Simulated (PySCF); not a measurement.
## Interval between two levels of Ti⁺ by level of theory

Ti⁺ [Ar] 3d2 4s1 [4F9/2, M_J = 9/2] → Ti⁺ [Ar] 3d1 4s2 [2D5/2, M_J = 5/2], as a difference of total energies. All numbers are calculated (PySCF 2.14, the two-component X2C-1e Hamiltonian, in x2c-TZVPall-2c with one added diffuse shell each of s, p, d type (7s8p5d1f, 63 functions)). Correlated levels: [Ne] frozen; the 6 highest virtual spinors dropped. "Screened" scales the spin-orbit matrix elements by Boettger's factors to mimic the two-electron term; Breit and QED terms are absent.

```
                    method  interval between two levels (cm⁻¹)  error (cm⁻¹)
           GHF (spin-free)                               30478         +5679
          GMP2 (spin-free)                               24413          -387
 GHF (screened spin-orbit)                               30446         +5647
GMP2 (screened spin-orbit)                               24378          -421
```

Reference: 24799 cm⁻¹ (measured; NIST Handbook of Basic Atomic Spectroscopic Data (Sansonetti and Martin, J. Phys. Chem. Ref. Data 34, 1559 (2005))).

Errors of the correlated levels include the incompleteness of this basis and the frozen core.

The labels give the starting determinants; with spin-orbit coupling the two ends relaxed to ⟨J²⟩ = 24.75, ⟨L²⟩ = 12.00, ⟨S²⟩ = 3.75 and ⟨J²⟩ = 8.77, ⟨L²⟩ = 6.02, ⟨S²⟩ = 0.75.
